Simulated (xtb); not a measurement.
C3H5ClOSi, SMILES C1=CC[Si@H](O1)Cl. All values are semi-empirical tight-binding results from xtb (GFN2-xTB unless named), good for trends rather than for accurate numbers. Geometry: GFN2-xTB. The structure was generated by enumeration; whether it is a known compound was not checked. Other conformers were not sampled.

Optimised geometry:

```xyz
11

Cl     1.9444    -0.0342    -0.8232
Si     0.4699    -0.0606     0.5348
C     -0.9212    -1.3372     0.2335
C     -2.0953    -0.4256     0.0107
C     -1.8188     0.8658     0.0683
O     -0.5232     1.2379     0.3196
H      1.0099     0.0040     1.8828
H     -1.1050    -1.9946     1.0827
H     -0.7685    -1.9823    -0.6334
H     -3.0771    -0.8133    -0.1931
H     -2.4945     1.6932    -0.0648
```
Charge 0, spin multiplicity 1.

The orbital gap is 4.92 eV and the dipole moment comes out as 2.40 D. The zero-point energy is 46.1 kcal/mol and the G − E(el) at 298.15 K (modified RRHO) comes out as 26.6 kcal/mol. The static polarisability (D4 model) is 77.6 bohr³ and the solvation energy, GFN2-xTB/ALPB(water) is -0.5 kcal/mol. The solvation energy, GFN2-xTB/ALPB(acetone) comes out as -4.9 kcal/mol.

Task: Give the atomic charges and the Wiberg bond orders between heavy atoms. (The exact figures need the calculation; the answer reports its results.)

Result: charges (e) Cl1 -0.21, Si2 0.59, C3 -0.15, C4 -0.08, C5 0.08, O6 -0.35, H7 -0.05, H8 0.04, H9 0.05, H10 0.04, H11 0.04. Bond orders Cl1–Si2 1.11, Si2–C3 0.86, C3–C4 1.04, C4–C5 1.89, Si2–O6 1.06, C5–O6 1.04.
